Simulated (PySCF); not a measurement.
## Two-component Hartree-Fock for Cd(42+) (cadmium, charge +42)

Start: [He] 2s2 2p2; 2p1/2 filled at m_j = -1/2, +1/2. Calculated with PySCF 2.14 in an uncontracted even-tempered set (17 s from 21 bohr⁻², ratio 2.4; 12 p from 27 bohr⁻², ratio 2.4; 5 d from 92 bohr⁻², ratio 2.6; 4 f from 140 bohr⁻², ratio 2.6): generalised Hartree-Fock with the X2C-1e Hamiltonian and a Gaussian nucleus; one run each with spin-orbit coupling (SO) switched off, then screened by Boettger's factors.

| spinor shell | electrons | ε, spin-free (eV) | ε, screened SO (eV) | weight of nominal j (screened SO) | rms radius, screened SO (bohr) |
| --- | --- | --- | --- | --- | --- |
| 1s1/2 | 2 | -30371.6 | -30356.5 | 1.000 | 0.0347 |
| 2s1/2 | 2 | -7033.8 | -7029.3 | 1.000 | 0.136 |
| 2p1/2 | 2 | -6764.8 | -6887.2 | 1.000 | 0.116 |

| quantity | spin-free | screened SO |
| --- | --- | --- |
| E (hartree) | -3404.14148 | -3414.15704 |
| M_J | 0 | 0 |
| ⟨J²⟩ | 2.000 | 0.000 |
| ⟨L²⟩ | 2.000 | 1.333 |
| ⟨S²⟩ | 2.000 | 1.333 |

Breit and QED terms are absent; they matter most for the inner s and p1/2 levels.

Densities and radii are taken from the X2C orbitals without a picture-change correction, which distorts them close to the nucleus.

Without spin-orbit coupling the j labels of p, d and f shells carry no meaning; the spin-free column gives the mean over the occupied spinors of each nl shell.
